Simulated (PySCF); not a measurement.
Coordinates in bohr (charge 0 multiplicity 6):
```
Tc    0.0000    0.0000    0.0000
Cl    4.3456    0.0000    0.0000
Cl   -4.3456    0.0000    0.0000
```

Level of theory: PySCF, UPBE0, basis Tc def2-SVP with ECP28, Cl def2-SVP (scalar-relativistic core potentials, no spin–orbit coupling, density fitting).

This geometry of TcCl₂ is a stationary point at this level.

Q: What is the point group?

A: D∞h.

Q: Is it a minimum?

A: Yes: all harmonic wavenumbers are real, though the softest, 56 cm⁻¹, leaves little margin.

Q: List the harmonic modes with their infrared intensities.

A: 
```csv
symmetry,ω (cm⁻¹),"IR (km/mol, summed over degenerate members)"
πu,56,18.7
σg+,346,0.0
σu+,421,132
```

Q: Give the atomic charges and bond orders.

A: 
| atom | Mulliken | Löwdin | polar tensor | spin (Mulliken) | Mayer order to Tc1 |
| --- | --- | --- | --- | --- | --- |
| Tc1 | 0.54 | -0.07 | 1.20 | 4.76 | – |
| Cl2,3 | -0.27 | 0.04 | -0.60 | 0.12 | 1.18 |

Q: What is the atomisation energy, with and without zero-point energy?

A: 832 kJ/mol without, 827 kJ/mol with.

In D∞h the vibrations span πu + σg+ + σu+. The σg+ mode carries no infrared intensity, as symmetry demands. With a centre of inversion only u modes can be infrared active and only g modes Raman active.

Other isomers or separated fragments may lie lower. Open d and f shells are described by one determinant, and the ground state may have another occupation or spin.
